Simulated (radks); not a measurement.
The numbers below are computed, except where a source is named.
Initial-state core-level shifts of neutral rhodium when its valence configuration changes from [Kr] 4d8 5s1. Level of theory: scalar-relativistic Kohn-Sham, BLYP, spin-unpolarised, spherical densities, point nucleus (a radial shooting solver on a logarithmic mesh with Libxc functionals). Shifts are changes of the shell-averaged eigenvalues in eV (positive: less bound).

valence               3s       3p       3d       4s
4d8 5p1           -1.665   -1.665   -1.660   -1.712
4d9               +3.123   +3.123   +3.135   +2.979
4d7 5s1 5p1       -5.445   -5.445   -5.460   -5.188
4d7.5 5s1.5       -1.829   -1.829   -1.838   -1.708
4d8.5 5s0.5       +1.656   +1.656   +1.663   +1.569
4d7 5s2           -3.816   -3.816   -3.835   -3.534
4d7 5p2           -6.844   -6.843   -6.855   -6.606
4d6 5s1 5p2      -11.183  -11.183  -11.224  -10.458
4d7.5 5s1 5p0.5   -2.700   -2.700   -2.706   -2.597
